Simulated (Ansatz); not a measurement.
```yaml
crystal:
  periodic: [false, false, false]
  atoms:
    - {symbol: O, position_ang: [-1.678259, -0.076151, -0.516111]}
    - {symbol: Si, position_ang: [-0.213854, 0.598641, 0.097966]}
    - {symbol: Te, position_ang: [1.298324, -1.144582, 1.346356]}
    - {symbol: H, position_ang: [-1.617951, -0.964997, -0.984712]}
    - {symbol: H, position_ang: [0.667063, 1.213560, -1.031444]}
    - {symbol: H, position_ang: [-0.653062, 1.678332, 1.123337]}
    - {symbol: H, position_ang: [2.262209, -1.376202, -0.083377]}
basis:
  gaussian: {orbitals: def2-SVP}
hamiltonian: {xc: {name: HF}}
correlation: {active_space: {window: {electrons: 3, orbitals: 2}}}
```

```sh
$ ansatz run in.yaml --threads 2 --pin off --events-out ev --progress --plain --max-ram 4352MiB
```

Output, abridged:

```
Functional definition: HF
836 factors; integrals over basis functions are off by at most 1.3e-3 eV
mean field evaluation 1: about -17222.4098 eV, gradient 3.2e1 eV
mean field evaluation 2: about -17222.4139 eV, gradient 3.2e1 eV
mean field evaluation 4: about -17224.8325 eV, gradient 2.5e0 eV
mean field evaluation 8: about -17224.8621 eV, gradient 1.9e-4 eV
mean field -17224.86209419 eV, -633.0020065305 hartree, gradient 1.2e-6 eV, S^2 0.000000; 0 other end points of the search recorded, 0 dependent functions left out
reference -17224.86209419 eV, -633.0020065305 hartree; 25, 25 occupied and 53, 53 virtual orbitals, 836 factors
Error: 3 electrons in 2 orbitals form no window around the highest filled level of the reference
```

In this input the active space doesn't fit the electrons. The run stopped with an error.
